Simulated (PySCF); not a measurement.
Nuclear quadrupole coupling in `FC(F)(F)C1=C[P@@H](=S)C=C1`

Species: C5H4F3PS.
Structure used (GFN2-xTB), in Å, numbered top down from 1:
```
atom  x, y, z in Å
F1     2.6884   -0.1147   -1.0310
C2     2.0921   -0.0685    0.1733
F3     2.5501    1.0382    0.7785
F4     2.5484   -1.1138    0.8709
C5     0.5964   -0.0624    0.0452
C6    -0.2177   -1.0117    0.5338
P7    -1.9376   -0.5267    0.2078
S8    -3.1038   -0.2744    1.7246
C9    -1.3895    0.9316   -0.7210
C10   -0.0549    1.0309   -0.6629
H11    0.0916   -1.8714    1.1037
H12   -2.3364   -1.4335   -0.7836
H13   -2.0566    1.6422   -1.1773
H14    0.5289    1.8337   -1.0841
```

Field gradients from the PBE0/pcSseg-1 density (PySCF, non-relativistic), principal values in atomic units, ordered |Vxx| ≤ |Vyy| ≤ |Vzz|:

```
atom      Vxx      Vyy     Vzz
  S8  -1.1908  -1.2940  2.4848
```

Q: Find the asymmetry η = (Vxx − Vyy)/Vzz and the couplings χ = eQV/h (234.96 MHz × Q in barn × V in au), with Q(33S) = −0.0678 b.

A: 
```tsv
atom	environment	nucleus	η	χzz (MHz)	χxx (MHz)	χyy (MHz)
S8	sulfur bonded to P	33S	0.04	-39.58	18.97	20.61
```

The gradient is axial or nearly so (η below 0.05) at S8. The tensor is traceless: Vxx + Vyy + Vzz = 0.

Q: What is Vzz at S8 in SI units (1 au = 9.71736 × 10²¹ V/m²)?

A: 2.4848 au = 24.146 × 10²¹ V/m².

Q: And the gradient at the other heavy atoms, for which no coupling is worked out here?

A: 
| atom | environment | Vzz (au) | η |
| --- | --- | --- | --- |
| F1 | fluorine of a CF3 group | 2.918 | 0.04 |
| C2 | CF3 carbon | -0.408 | 0.01 |
| F3 | fluorine of a CF3 group | 2.920 | 0.04 |
| F4 | fluorine of a CF3 group | 2.934 | 0.02 |
| C5 | fully substituted alkene carbon | 0.254 | 0.79 |
| C6 | alkene CH carbon | 0.302 | 0.48 |
| P7 | phosphorus bonded to 2 C, S and H | 0.349 | 0.88 |
| C9 | alkene CH carbon | 0.258 | 0.74 |
| C10 | alkene CH carbon | 0.341 | 0.46 |

Were the hydrogens deuterons (Q(2H) = 0.00286 b), χzz would run from 124 kHz (H12) to 226 kHz (H13).

Isolated species at its GFN2-xTB geometry, gas phase. GFN2-xTB bond lengths can be off by several hundredths of an ångström, more for odd bonds, and the gradients follow them. With so small a basis the couplings can be 20 % off.
